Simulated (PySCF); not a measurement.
Reproducing measurements on RbF

**The experiment to reproduce.**

From Liu, Meijer, Perez-Rios, Phys. Chem. Chem. Phys. 22 (2020) 24191, for the gas: dipole moment 8.5465 D.

The results are set against them at the end.

RbF.
Atom-mapped SMILES: `[F:1][Rb:2]`

Structure used (PBE0-D3(BJ)/def2-SVP), in Å, numbered top down from 1:
```
atom  x, y, z in Å
F1     0.9904   -0.1775    0.2093
Rb2   -1.2737    0.1002   -0.0656
```

The PySCF runs (gas phase, on this PBE0-D3(BJ)/def2-SVP geometry; no spin–orbit coupling):

```csv
level,job,basis functions,wall time
"PBE0-D3(BJ)/def2-SVP, grid level 1",geometry optimisation from a GFN2-xTB start shaken at random,38,5.5 s
```

Hardware: one thread of an Arm Neoverse V1 (shared host).

Atoms past Kr carry def2 core potentials in the def2 sets.

**Comparison with experiment**

**Dipole moment.** Measured: 8.5465 D (Liu, Meijer, Perez-Rios, Phys. Chem. Chem. Phys. 22 (2020) 24191).

| level | computed (D) | computed − measured (D) | % (from the printed values) |
| --- | --- | --- | --- |
| PBE0-D3(BJ)/def2-SVP | 8.405 | -0.141 | -2 |

The computed dipoles belong to one fixed geometry; measured ones are averaged over vibrations unless marked μe. Magnitudes are compared, not signs.

No measured geometry was used, and the causes of the misses weren't examined.
